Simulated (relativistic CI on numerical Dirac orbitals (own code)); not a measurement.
Method of calculation: Dirac-Coulomb-Breit CI, separate exchange-only KLI orbitals for each configuration, QED by a radiative potential, valence Slater integrals scaled by 0.85, configuration energies shifted to the measured levels that pair with them (semi-empirical) (own radial code, finite nucleus).

CI space (outside the closed core 1s2): 2s2 2p5, 2s2 2p4 3s, 2s2 2p4 3p, 2s 2p6, 2s2 2p4 4s, 2s2 2p4 3d, 2s2 2p4 4p, 2s2 2p4 4d, 2s2 2p4 4f. Levels of other configurations are missing.

Configurations whose levels could be paired with our table of measured levels were shifted onto them, all but the ground configuration, by the median error of their levels; single terms can still be off by 1,000 to 2,000 cm⁻¹ or more, and rates follow the energies as ν³ (E1, M1) or ν⁵ (E2). The others borrow a shift and can be off by several thousand cm⁻¹ or more. The fine structure of a lone outer electron comes out too small, for d and f at times inverted, and misplaced configurations move strength between like terms. 17 of the 19 excited levels that our extract of the measured tables holds in this range could be paired (the sources list more); they are missed by 352 cm⁻¹ on average and 731 at most, after the shifts were fitted to these levels, and levels without a partner can miss by more.

Outline of the computed level scheme of F I. Lowest level of each configuration: 2s2 2p5 2P°_3/2 at 0.0000 eV; 2s2 2p4 3s 4P_5/2 at 12.6972 eV; 2s2 2p4 3p 4P°_5/2 at 14.3406 eV; 2s2 2p4 4s 4P_5/2 at 15.5932 eV; 2s2 2p4 3d 4D_7/2 at 15.7933 eV; 2s2 2p4 4p 4P°_5/2 at 16.0748 eV.

Some strong electric-dipole decays among the lowest 45 levels: 2s2 2p4 3s 2P_3/2 → 2s2 2p5 2P°_3/2 (5.8e+08 s⁻¹); 2s2 2p4 3s 2P_1/2 → 2s2 2p5 2P°_1/2 (4.6e+08 s⁻¹); 2s2 2p4 3s 2D_5/2 → 2s2 2p5 2P°_3/2 (2.5e+08 s⁻¹); 2s2 2p4 3s 2P_1/2 → 2s2 2p5 2P°_3/2 (2.3e+08 s⁻¹); 2s2 2p4 3s 2D_3/2 → 2s2 2p5 2P°_1/2 (2.1e+08 s⁻¹); 2s2 2p4 3s 2P_3/2 → 2s2 2p5 2P°_1/2 (1.1e+08 s⁻¹); 2s2 2p4 3s 2D_3/2 → 2s2 2p5 2P°_3/2 (3.9e+07 s⁻¹); 2s2 2p4 3s 4P_3/2 → 2s2 2p5 2P°_3/2 (2.5e+06 s⁻¹).

Rates of lines that live on the mixing of spin multiplicities can be off by large factors.

LS names give the leading component of a level, which can be under half, so a name can repeat, a term be missing and a line seem to break the LS rules.
